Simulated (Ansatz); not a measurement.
```xyz
2

O     0.0000    0.0000   -0.6523
O     0.0000    0.0000    0.6523
```

Basis set: 6-31G (spherical functions). Frozen core: 2 orbitals. Correlation on ROHF uses semicanonical orbitals with singles. Charge 0, multiplicity 3.

Computed with Ansatz (development build ahead of 0.2.0); the reference of a correlated method needn't be the lowest determinant of its kind.

**Question.** Give the atomization energy at this shape (free ground-state atoms in the same class of orbitals less the molecule, no zero-point energy) of triplet O₂ by UHF-BCCD(T), ROHF-CCSD(T).

**Answer.**

```tsv
method	atomization energy
UHF-BCCD(T)	71.01 kcal/mol
ROHF-CCSD(T)	71.01 kcal/mol
```

Caution: the reference determinant was not shown to be the lowest. Caution for ROHF-CCSD(T): an unrestricted determinant lies well below; the amplitudes may be one of several solutions.

This basis has no polarisation functions and is too small for such energies, which can lie far from measured ones in either direction.
